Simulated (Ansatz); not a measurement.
Geometry optimisation, Ansatz 0.2.0, RKS PBE0-D4/def2-SVP.

input.yaml

```yaml
crystal:
  periodic: [false, false, false]
  atoms:
    - { symbol: Sn, position_ang: [-0.647949, -0.077697, -0.424589] }
    - { symbol: Cl, position_ang: [-0.129031, 1.198363, 2.913128] }
    - { symbol: Cl, position_ang: [1.450308, -0.845264, 0.192788] }
    - { symbol: Cl, position_ang: [-0.551795, 2.167655, -1.015484] }
    - { symbol: Cl, position_ang: [-1.260084, -1.303799, -2.316034] }
    - { symbol: "N", position_ang: [-2.101852, -0.45243, 1.008006] }
    - { symbol: H, position_ang: [-2.758624, -1.140728, 0.636489] }
    - { symbol: H, position_ang: [-2.61712, 0.409591, 1.180808] }
    - { symbol: H, position_ang: [-0.782554, 0.044309, 2.766188] }
basis:
  gaussian: { orbitals: def2-SVP }
hamiltonian:
  xc: pbe0
  dispersion: d4
relax:
  f_tol: 0.03
  max_steps: 50
```

Command:

```bash
$ ansatz run input.yaml --threads 4 --pin off --max-ram 5120MiB --backend cpu --events-out ev --progress --plain --runs-dir out
```

Question: Where does it end, and by what steps?

Answer: The run converged. The force dipped under the threshold on the way, but the program's further checks kept it going. After 13 steps the energy has fallen by 0.136 eV; H7 moved furthest, 0.85 Å.

```json
{"step": "0", "energy less start (eV)": "0.0000", "largest force component (eV/Å)": "0.917", "accepted": "yes"}
{"step": "1", "energy less start (eV)": "-0.0527", "largest force component (eV/Å)": "0.594", "accepted": "yes"}
{"step": "2", "energy less start (eV)": "-0.0597", "largest force component (eV/Å)": "0.804", "accepted": "yes"}
{"step": "3", "energy less start (eV)": "-0.1065", "largest force component (eV/Å)": "0.341", "accepted": "yes"}
{"step": "4", "energy less start (eV)": "-0.1170", "largest force component (eV/Å)": "0.237", "accepted": "yes"}
{"step": "5", "energy less start (eV)": "-0.1302", "largest force component (eV/Å)": "0.064", "accepted": "yes"}
{"step": "6", "energy less start (eV)": "-0.1333", "largest force component (eV/Å)": "0.063", "accepted": "yes"}
{"step": "7", "energy less start (eV)": "-0.1333", "largest force component (eV/Å)": "0.242", "accepted": "yes"}
{"step": "8", "energy less start (eV)": "-0.1345", "largest force component (eV/Å)": "0.123", "accepted": "yes"}
{"step": "9", "energy less start (eV)": "-0.1353", "largest force component (eV/Å)": "0.012", "accepted": "yes"}
{"step": "10", "energy less start (eV)": "-0.1356", "largest force component (eV/Å)": "0.021", "accepted": "yes"}
{"step": "11", "energy less start (eV)": "-0.1357", "largest force component (eV/Å)": "0.061", "accepted": "yes"}
{"step": "12", "energy less start (eV)": "-0.1358", "largest force component (eV/Å)": "0.032", "accepted": "yes"}
{"step": "13", "energy less start (eV)": "-0.1360", "largest force component (eV/Å)": "0.004", "accepted": "yes"}
```

```xyz
9
Properties=species:S:1:pos:R:3
Sn -0.640 -0.084 -0.489
Cl -0.228 1.110 3.166
Cl 1.342 -1.132 0.071
Cl -0.368 2.178 -0.879
Cl -1.435 -1.063 -2.449
N -1.962 -0.318 1.047
H -2.161 -1.304 1.224
H -2.849 0.150 0.849
H -1.098 0.464 2.402
```

Whether the end is a true minimum wasn't checked by a vibrational analysis.

The run took 41 s on 4 threads of Arm Neoverse V1, with other jobs on the host, peak memory 0.39 GiB.
